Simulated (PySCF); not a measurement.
BeGeH₄O. Atoms are numbered in the order given.

```xyz
7

Be     1.0851    -0.0664    -0.8169
O      2.1949    -0.2057    -1.6629
H      2.8643     0.3454    -2.0562
Ge    -0.6665     0.0421     0.5012
H     -1.0304    -1.3205     1.1307
H     -0.4649     1.0131     1.6858
H     -1.9403     0.5259    -0.2262
```

The structure is a stationary point at B3LYP-D3(BJ)/def2-TZVP. Other conformers were not sampled.

The numbers are results of PBE0/pcSseg-2 (PySCF), not measurements.

GIAO shieldings, no solvent; atoms alike by connectivity are averaged. δ = σ(ref) − σ: ¹⁷O against H2O (σ = 327.8 ppm); ¹H against TMS (σ = 31.54 ppm); ⁷³Ge against GeH4 (σ = 1662.5 ppm), references at their B3LYP-D3(BJ)/def2-TZVP geometries, non-relativistic.

Computed chemical shifts:
| nucleus | atoms | count | δ (ppm) |
|---|---|---|---|
| ¹⁷O | O2 | 1 | 62.4 |
| ¹H | H5, H6, H7 | 3 | 3.22 |
| ¹H | H3 | 1 | 2.61 |
| ⁷³Ge | Ge4 | 1 | -120.4 |
